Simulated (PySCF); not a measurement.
Isomers C₆H₇FO₂:

A. SMILES C=C/C=C(/OC)C(=O)F
B. `O(C(C)=O)[C@@H]1[C@H]2[C@@H](F)[C@@H]12`
C. SMILES O=C(/C=C(/C=C)OC)F

Spectrum 1. ¹H NMR (500 MHz, computed): δ 6.54 (m, 1H), 6.26 (m, 1H), 5.98 (m, 1H), 5.09 (m, 1H), 4.58 (s, 3H). ¹³C{¹H} NMR (computed): δ 176.5 (C), 164.8 (C), 142.6 (CH), 133.1 (CH2), 95.0 (CH), 63.2 (CH3).

Spectrum 2. ¹H NMR (500 MHz, computed): δ 7.63 (m, 1H), 6.03 (m, 1H), 5.76 (m, 1H), 5.67 (m, 1H), 3.79 (s, 3H). ¹³C{¹H} NMR (computed): δ 160.9 (C), 148.8 (C), 140.4 (CH), 130.7 (CH2), 125.5 (CH), 56.3 (CH3).

Spectrum 3. ¹H NMR (500 MHz, computed): δ 5.60 (m, 1H), 5.17 (m, 1H), 2.30 (m, 2H), 2.07 (s, 3H). ¹³C{¹H} NMR (computed): δ 173.8 (C), 79.9 (CH), 60.6 (CH), 23.1 (CH3), 17.8 (CH).

[PySCF 2.14.0 with density-fitted response routines: geometry: GFN2-xTB; GIAO PBE0/pcSseg-1 shieldings; no solvent model; relativity neglected; rapidly exchanging positions averaged; single conformer]

Scale: TMS for ¹H and ¹³C (reference shieldings calculated alike). Splittings of carbon signals by F and P are missing where no couplings were computed. Where no couplings were computed, multiplicities follow the n + 1 count of equivalent neighbours, and m marks all less simple cases (inequivalent or close neighbours, rings, F or P nearby). Shifts are as computed. Against solution values, carbons near 30 ppm lie about +3 ppm off and those near 130 ppm about +5 ppm. Of 1211 compounds with measured shifts, 218 miss one by over three times the rms of a fit or turn the order of signals round; such compounds aren't used in these exercises.

Match each spectrum to its structure.

## Answers

1–C, 2–A, 3–B.

- Spectrum 1 (C): 6 ¹³C signals; δC 176.5 is an alkene carbon bearing oxygen; δC 142.6 is an alkene CH.
- Spectrum 2 (A): 6 ¹³C signals; δC 148.8 is an alkene carbon bearing oxygen; δC 140.4 is an alkene CH.
- Spectrum 3 (B): 5 ¹³C signals; δC 173.8 is an ester carbonyl carbon; δC 79.9 is a three-membered-ring carbon.
